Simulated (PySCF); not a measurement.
## TlSn⁺: frontier orbitals

PBE0 at R = 3.381 Å; PySCF, scalar-relativistic core potentials, basis sets Tl cc-pVDZ-PP with ECP60, Sn cc-pVDZ-PP with ECP28. State: ³Π (triplet), unpaired electrons σ ↑, π ↑. Only the outer orbitals are listed, counted within each symmetry, core potentials removing the inner ones.

| spin | orbital | occ. | ε (eV) | on Tl (%) | main shells (%) |
| --- | --- | --- | --- | --- | --- |
| α | 7σ | 1 | -17.56 | 20 | 79 Sn s, 18 Tl s |
| α | 8σ | 1 | -15.78 | 79 | 79 Tl s, 19 Sn s |
| α | 9σ | 1 | -10.17 | 31 | 68 Sn p, 27 Tl p |
| α | 5π | 1 | -9.72 | 7 | 93 Sn p |
| α | 5π | 0 | -7.96 | 15 | 85 Sn p, 14 Tl p |
| α | 6π | 0 | -6.43 | 93 | 93 Tl p |
| α | 6π | 0 | -6.32 | 85 | 85 Tl p, 15 Sn p |
| β | 7σ | 1 | -16.35 | 51 | 49 Tl s, 48 Sn s |
| β | 8σ | 1 | -15.06 | 49 | 50 Sn s, 49 Tl s |
| β | 9σ | 0 | -7.50 | 43 | 55 Sn p, 42 Tl p |
| β | 5π | 0 | -7.43 | 23 | 76 Sn p, 23 Tl p |
| β | 5π | 0 | -6.87 | 49 | 50 Sn p, 49 Tl p |

Which are the highest filled and the lowest empty level, where do they sit, and how wide is the gap?

Highest filled α 5π at -9.72 eV (in %: 93 Sn p); lowest empty α 5π at -7.96 eV (in %: 85 Sn p, 14 Tl p); the gap at PBE0 is 1.76 eV. Both belong to one degenerate shell, split only by its one-sided filling, so this is no excitation gap.

```
bond order (Mayer)                                                                                                 : 0.59
⟨S²⟩                                                                                                               : 2.004
charge on Tl (Mulliken, basis-dependent)                                                                           : 0.64
charge on Tl (Löwdin, basis-dependent)                                                                             : 0.59
dipole moment (positive dipole points towards Sn; it is taken about the centre of mass and depends on that origin) : 0.10 D
polarisability along the bond                                                                                      : 144.7 bohr³
polarisability across the bond                                                                                     : 45.9 bohr³
```

Spin–orbit coupling is left out, which matters for elements this heavy, above all for dissociation energies. The state is the lowest determinant that a PBE0 search found; another state may lie lower at other levels.
